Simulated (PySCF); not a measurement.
## Electron correlation in Cs²⁺ (caesium, charge +2)

[Kr] 4d10 5s2 5p5, 2P determinant. All numbers are calculated (PySCF 2.14, the spin-free X2C one-electron Hamiltonian (Gaussian nucleus), in Sapporo-DKH3-DZP-2012 (8s6p3d, 41 functions)). Frozen: [Kr] 4d10 5s2; 5 electrons correlated.

Total MP2 correlation energy: -54.50 mhartree.

Same-spin part -16.47 and opposite-spin part -38.03 mhartree; SCS-MP2 scales them by 1/3 and 6/5 to -51.12 mhartree.

| level | correlation energy (mhartree) |
| --- | --- |
| CCSD | -63.49 |
| (T) | -0.05 |
| CCSD(T) | -63.54 |

Diagnostics: T1 = 0.00070, D1 = 0.0012, largest double amplitude 0.042.

Spin-orbit coupling, absent here, splits the open shell strongly.

Cost of the coupled-cluster step: 0.12 s of wall time on 1 thread of Neoverse-V2 (shared host), for 5 correlated electrons.

Iterations:

```
CC2 = 0
CCSD nocc = (np.int64(3), np.int64(2)), nmo = (17, 17)
frozen orbitals [[0, 1, 2, 3, 4, 5, 6, 7, 8, 9, 10, 11, 12, 13, 14, 15, 16, 17, 18, 19, 20, 21, 22, 23], [0, 1, 2, 3, 4, 5, 6, 7, 8, 9, 10, 11, 12, 13, 14, 15, 16, 17, 18, 19, 20, 21, 22, 23]]
max_cycle = 100
direct = 0
conv_tol = 1e-08
conv_tol_normt = 1e-06
diis_space = 8
diis_start_cycle = 0
Init t2, MP2 energy = -0.0544959487478291
Init E_corr(UCCSD) = -0.0544959487539371
cycle = 1  E_corr(UCCSD) = -0.0621147905766035  dE = -0.00761884182  norm(t1,t2) = 0.0230726
cycle = 2  E_corr(UCCSD) = -0.0632206337973382  dE = -0.00110584322  norm(t1,t2) = 0.00487266
cycle = 3  E_corr(UCCSD) = -0.0635026431625577  dE = -0.000282009365  norm(t1,t2) = 0.00150671
cycle = 4  E_corr(UCCSD) = -0.0634944515617549  dE = 8.1916008e-06  norm(t1,t2) = 0.000201196
cycle = 5  E_corr(UCCSD) = -0.0634947785608472  dE = -3.26999092e-07  norm(t1,t2) = 4.34546e-05
cycle = 6  E_corr(UCCSD) = -0.0634947136860302  dE = 6.4874817e-08  norm(t1,t2) = 3.9333e-06
cycle = 7  E_corr(UCCSD) = -0.0634947241147562  dE = -1.04287259e-08  norm(t1,t2) = 3.16708e-07
cycle = 8  E_corr(UCCSD) = -0.0634947231884564  dE = 9.26299801e-10  norm(t1,t2) = 3.97089e-08
UCCSD converged
E(UCCSD) = -7781.740428738882  E_corr = -0.06349472318845635
UCCSD(T) correction = -5.06335116223482e-05
```
